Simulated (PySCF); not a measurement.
BI$_{3}$, SMILES `IB(I)I`, neutral singlet in the gas phase. 

Cartesian coordinates (Å):
```xyz
4

I      2.1053    -0.2842    -0.0010
B      0.0002     0.0004    -0.0004
I     -0.8077     1.9651     0.0005
I     -1.2977    -1.6813     0.0009
```
Charge 0, multiplicity 1.

All levels are single points at this geometry (PBE-D3(BJ)/def2-TZVP); Pople sets use spherical d functions. Orbital energies aren't observables, and empty levels follow the basis.

```
level                                  HOMO (eV)  LUMO (eV)  gap (eV)  dipole (D)  vertical IE, Delta-SCF (eV)
-------------------------------------  ---------  ---------  --------  ----------  ---------------------------
PBE-D3(BJ)/def2-TZVP in PySCF              -6.27      -3.26      3.01        0.00                         8.73
B3LYP/6-31G* (LANL2DZ on I) in PySCF       -7.21      -2.54      4.67        0.00                         9.23
B3LYP/LANL2DZ in PySCF                     -7.26      -2.67      4.59        0.00                            –
M06-2X/6-31G* (LANL2DZ on I) in PySCF      -8.36      -1.82      6.55        0.00                            –
PBE/6-31G* (LANL2DZ on I) in PySCF         -6.35      -3.20      3.16        0.00                         8.92
SVWN5/6-31G* (LANL2DZ on I) in PySCF       -6.40      -3.34      3.06        0.00                         8.98
```
